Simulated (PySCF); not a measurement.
## Distorted geometries of [Dy(NH2)2]+

[Dy(NH2)2]+ (singlet in the valence; each metal's 4f electrons, 9 of them, lie in its core potential, out of spins and levels). PySCF 2.14.0, RKS B3LYP, Dy lcecp-1-SVP with ECP55, N def2-SVP, H def2-SVP; non-relativistic Hamiltonian with scalar-relativistic core potentials where named; density fitting; no spin-orbit coupling. Relaxed geometry:

```xyz
7

Dy   -0.1578    1.1402    0.0136
N     0.1482   -0.1181    1.6462
H     0.1807    0.0964    2.6475
H     0.2980   -1.1289    1.5680
N    -0.0750   -0.1167   -1.6468
H     0.0709   -1.1291   -1.5837
H    -0.1643    0.0961   -2.6448
```

Problem. Order these distorted geometries by energy above the relaxed one, lowest first.
A.
```xyz
7

Dy   -0.1765    1.1610   -0.0356
N     0.1365   -0.0849    1.6218
H     0.1990    0.0834    2.6873
H     0.3102   -1.1368    1.5426
N    -0.0611   -0.1272   -1.6351
H     0.0796   -1.1282   -1.5242
H    -0.1870    0.0726   -2.6567
```
B.
```xyz
7

Dy   -0.0483    1.4001    0.0276
N     0.1339   -0.1335    1.3664
H     0.0756    0.0484    2.5529
H     0.3944   -1.0965    1.5293
N    -0.0705   -0.2146   -1.7834
H    -0.0832   -1.2453   -1.1804
H    -0.1013    0.0814   -2.5124
```
C.
```xyz
7

Dy   -0.0600    1.2128   -0.0059
N     0.2739   -0.0182    1.7401
H     0.1771    0.0729    2.8529
H     0.3404   -1.0417    1.5783
N    -0.1540   -0.1550   -1.8537
H    -0.1827   -1.1732   -1.6411
H    -0.0940   -0.0577   -2.6704
```

Solution. A (0.13 eV), C (1.98 eV), B (4.59 eV).

Problem. Which forces (eV/Å) act in the one that lies 0.13 eV up?

Solution. 
```
Dy   0.04  0.16  0.70
N    0.39 -1.23  1.75
H   -0.16 -0.14 -1.99
H   -0.28  1.56 -0.01
N   -0.24  0.34 -1.24
H    0.07 -0.35 -0.14
H    0.17 -0.33  0.92
```
Forces carry noise of the integration grid, about 0.01 to 0.03 eV/Å.

An lcecp potential fixes the number of 4f electrons, so in runs with it no electron can move into or out of that shell.
